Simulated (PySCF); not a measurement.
Compound: Si(iPr)2Me2, C₈H₂₀Si.
Bonds: Si1–C2, Si1–C12, Si1–C22, Si1–C26, C2–C3, C2–C4, C12–C13, C12–C14. Hydrogens: H5 on C2; H6, H7, H8 on C3; H9, H10, H11 on C4; H15 on C12; H16, H17, H18 on C13; H19, H20, H21 on C14; H23, H24, H25 on C22; H27, H28, H29 on C26.

Level of theory: PySCF 2.14.0, PBE0-D3(BJ)/def2-SVP geometry optimisation, gas phase.

**Question.** What internal coordinates does the optimisation give?

**Answer.** 
```
                    bond  length (Å)
         Si1–C2, Si1–C12       1.905
        Si1–C22, Si1–C26       1.886
  C2–C3 and 3 like bonds       1.528
          C2–H5, C12–H15       1.107
 C3–H6 and 11 like bonds       1.103
C22–H23 and 5 like bonds       1.101
```

Bonds in one row agree within 0.01 Å and their mean is given. A selection of angles:
```
      angle  degrees
 C2–Si1–C12    109.6
 C2–Si1–C22    109.3
C22–Si1–C26    109.2
  Si1–C2–C3    112.2
   C3–C2–C4    111.2
```

Dihedral angles: C12–Si1–C2–C3 -54° (synclinal); C2–Si1–C12–C13 -54° (synclinal). The mirror-image conformer, all signs reversed, is as good.

Si1 (silicon bonded to 4 C) is tetrahedral (angles from 109.2° to 109.7°). All 4 C–C bonds measure 1.528 to 1.529 Å. Of the pairs four or more bonds apart, H5···H16 is among the closest relative to their van der Waals radii: 2.45 Å, 102 % of the sum of Bondi's values.

Point group: C2 (tolerance 0.08 Å). No PBE0-D3(BJ)/def2-SVP frequencies stand behind this structure, so it isn't proved a minimum. The numbers are those of one conformer.

The run took 4.4 min wall, 10 min CPU on 2 threads, Intel Xeon 6975P-C (x86_64) (shared host), and the process peaked at 1.3 GiB of memory. These figures are those of the optimisation.
